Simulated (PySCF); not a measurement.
**Electronic structure of Sr⁺ (strontium, charge +1) at the UHF level**

Configuration: [Kr] 5s1, 2S determinant. Calculation: PySCF 2.14, in ANO-RCC-VTZP (7s6p3d1f, 47 functions); the spin-free X2C one-electron Hamiltonian (Gaussian nucleus).

```
Total energy                        : -3177.060268 hartree
One-electron energy                 : -4388.1445 hartree
Hartree (Coulomb) energy            : 1314.9923 hartree
Exchange energy                     : -103.9081 hartree
⟨S²⟩                                : 0.7504
⟨L²⟩                                : 0.000
Sum of ⟨r⟩                          : 26.41 bohr
Sum of ⟨r²⟩                         : 45.01 bohr²
Langevin diamagnetic susceptibility : -35.7 ×10⁻⁶ cm³/mol
```

```tsv
shell	electrons	mean orbital energy (eV)	rms radius, mean of both spins (bohr)
1s α	1	-16202.1	0.0450
1s β	1	-16202.1	0.0450
2s α	1	-2267.5	0.187
2s β	1	-2267.4	0.187
2p α	3	-2010.2	0.166
2p β	3	-2010.2	0.166
3s α	1	-385.83	0.524
3s β	1	-385.73	0.524
3p α	3	-300.09	0.535
3p β	3	-300.06	0.535
3d α	5	-158.12	0.547
3d β	5	-158.10	0.547
4s α	1	-59.131	1.45
4s β	1	-58.864	1.45
4p α	3	-35.854	1.68
4p β	3	-35.739	1.68
5s α	1	-10.476	4.29
```

Densities and radii are taken from the X2C orbitals without a picture-change correction, which distorts them close to the nucleus.
